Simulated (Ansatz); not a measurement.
Saddle point of GeH$_{5}$O$_{2}$F, closed shell (GeH₃F ([F][GeH3]) + H₂O₂ ([OH][OH]) → GeH₄O₂ ([OH][O][GeH3]) + HF; bonds formed: Ge1–O7, F2–H6; bonds broken: Ge1–F2, H6–O7), PBE0-D4/def2-TZVP structure:

Ge1  (-0.888, -0.572, 0.198)
F2  (0.860, -1.131, 1.166)
H3  (-0.741, -1.905, -0.539)
H4  (-1.575, -0.540, 1.562)
H5  (-1.650, 0.384, -0.762)
H6  (1.161, -0.004, 0.627)
O7  (0.629, 0.819, 0.155)
O8  (1.103, 0.992, -1.171)
H9  (1.100, 1.956, -1.236)
(Å)

Energies are electronic, without zero-point energy. Barriers and step energies count from the start structure reached by relaxing down the imaginary mode; all methods use the PBE0-D4 structures, on which another method's saddle can fall below an end. Program: Ansatz 0.2.0. Basis: def2-TZVPP, with def2-QZVPP for the basis limit. Cores are frozen in the correlated methods. Filled d shells of the heavier atoms are correlated. The def2 sets are not built for correlating such inner shells, so the correlated values are less sure here. B3LYP uses VWN-RPA correlation. Extrapolation: Hartree–Fock as exp(−7.88 √X), correlation as X^−2.97.

```csv
method,barrier (eV),step energy (eV)
SPW92,?,0.145
PBE-D4,0.966,0.206
BLYP-D4,1.083,0.226
r2SCAN-D4,1.082,0.257
B97M-V,1.240,0.326
PBE0-D4,1.142,0.241
B3LYP-D4,1.209,0.257
r2SCAN0-D4,1.206,0.273
BHLYP-D4,1.388,0.311
CAM-B3LYP-D4,1.222,0.279
wB97X-V,?,0.297
wB97M-V,1.203,0.295
B2PLYP,1.241,0.245
PBE-QIDH,1.230,0.235
RPA on PBE,1.258,0.249
HF,?,0.408
MP2,1.220,0.188
CCSD,1.364,0.258
CCSD(T),1.268,0.229
```

(1) Fill in the withheld barriers. (To be estimated.)

T1 diagnostic: at most 0.014.

## Answers

(1) By the calculation: HF 1.796; SPW92 0.689; wB97X-V 1.235 eV. Each is the energy of the saddle less that of the start structure, by the same method.

For comparison, the barrier by CCSD(T) at an estimated basis limit (MP2 extrapolated from triple and quadruple zeta, plus CCSD(T) − MP2 in triple zeta) is 1.290 eV.

Labels in which every atom is bracketed show which atoms are joined, not bond orders.

For scale, one of the runs: CCSD(T)/def2-TZVPP, 211 basis functions (an equivalent command: `ansatz run in.yaml --threads 4`). Time: 100 s of wall clock on 4 CPU threads; the host was shared. Peak host memory: 3.2 GiB.
